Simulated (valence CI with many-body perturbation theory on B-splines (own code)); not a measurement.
# K12+: one-electron terms

Calculated by relativistic CI+MBPT: five valence electrons over a frozen Dirac-Fock core [He], a basis of 9 s, 9 p, 8 d, 6 f, 3 g, 1 h functions for each j, with the one-electron correlation potential Σ1, the two-electron term Σ2, the three-electron term Σ3, Breit, model QED; selected CI, second order for the rest, scaled by the run's own slope (own B-spline code, finite nucleus).

No measured levels were compared; by estimate levels of excited configurations hold to 0.05 to 0.15 % of their energy, terms of the ground configuration to about 0.5 %. Among the levels kept, up to 2400 cm⁻¹ of a level comes from second order outside the variational space, and about a tenth of that is noise between levels of different J, which matters for small intervals.

These are the spectroscopic orbitals of the CI (the correlating ones are not listed), shaped by the core and the other valence electrons. h is the expectation value of the core's Dirac-Fock operator, without the valence repulsion; Σ1 is computed up to l = 3 at one energy for each symmetry, that of its lowest orbital but kept below the first core excitation, so for empty shells it is not the orbital's own correlation shift; Breit and QED include the response of the core.

| Orbital | h (hartree) | Σ1 (cm⁻¹) | Breit (cm⁻¹) | QED (cm⁻¹) | ⟨r⟩ (bohr) |
| --- | --- | --- | --- | --- | --- |
| 2s1/2 | -37.84 | -1020 | 1359 | 1007 | 0.3602 |
| 3s1/2 | -16.313 | -216 | 341 | 259 | 0.8769 |
| 4s1/2 | -9.0014 | -78.5 | 130 | 99 | 1.634 |
| 5s1/2 | -5.6996 | -37.6 | 63.4 | 48.6 | 2.618 |
| 2p1/2 | -36.515 | -2239 | 2513 | -71.8 | 0.3164 |
| 3p1/2 | -15.884 | -452 | 631 | -18.2 | 0.8553 |
| 4p1/2 | -8.8164 | -166 | 245 | -7.1 | 1.632 |
| 5p1/2 | -5.6041 | -80.1 | 121 | -3.5 | 2.636 |
| 2p3/2 | -36.358 | -2173 | 1125 | -3.3 | 0.3184 |
| 3p3/2 | -15.839 | -440 | 276 | -0.8 | 0.8581 |
| 4p3/2 | -8.7977 | -161 | 106 | -0.3 | 1.636 |
| 5p3/2 | -5.5946 | -77.9 | 52.4 | -0.1 | 2.640 |
| 3d3/2 | -15.52 | -137 | 12.1 | -2.5 | 0.7637 |
| 4d3/2 | -8.6683 | -58.4 | 6.5 | -1.0 | 1.562 |
| 5d3/2 | -5.5291 | -30.0 | 3.6 | -0.5 | 2.587 |
| 3d5/2 | -15.508 | -136 | 3.6 | 2.0 | 0.7645 |
| 4d5/2 | -8.663 | -57.8 | 1.9 | 0.8 | 1.563 |
| 5d5/2 | -5.5264 | -29.7 | 1.1 | 0.4 | 2.588 |
| 4f5/2 | -8.5546 | -8.8 | 0.0 | -0.4 | 1.377 |
| 5f5/2 | -5.476 | -5.1 | 0.0 | -0.2 | 2.412 |
| 4f7/2 | -8.5524 | -8.8 | 0.0 | 0.3 | 1.378 |
| 5f7/2 | -5.4748 | -5.0 | 0.0 | 0.2 | 2.412 |
| 5g7/2 | -5.462 |  | 0.0 | -0.1 | 2.114 |
| 5g9/2 | -5.4613 |  | 0.0 | 0.1 | 2.115 |

Among the shells of the start configuration 2s2 2p3, Σ1 is largest in size for 2p1/2, where it is 0.028 % of h.

Lowest root of each symmetry, sizes in configuration state functions:

| J | Parity | Roots | Reference | Variational | Second order | Change by selected CI (cm⁻¹) | Change by second order (cm⁻¹) |
| --- | --- | --- | --- | --- | --- | --- | --- |
| 1/2 | even | 13 | 61 | 39961 | 1217623 | -26515 | -98 |
| 3/2 | even | 16 | 83 | 39938 | 2350208 | -26132 | -440 |
| 5/2 | even | 14 | 70 | 39962 | 2748385 | -25890 | -700 |
| 7/2 | even | 7 | 32 | 39610 | 2682627 | -37331 | -830 |
| 9/2 | even | 3 | 10 | 43134 | 1857196 | -37844 | -467 |
| 1/2 | odd | 10 | 66 | 39998 | 1060240 | -28044 | -69 |
| 3/2 | odd | 15 | 100 | 39990 | 1685720 | -24742 | -237 |
| 5/2 | odd | 9 | 85 | 39906 | 1933996 | -28505 | -493 |
| 7/2 | odd | 4 | 54 | 41737 | 1783803 | -34716 | -562 |
| 9/2 | odd | 1 | 22 | 48112 | 675972 | -25318 | -51 |
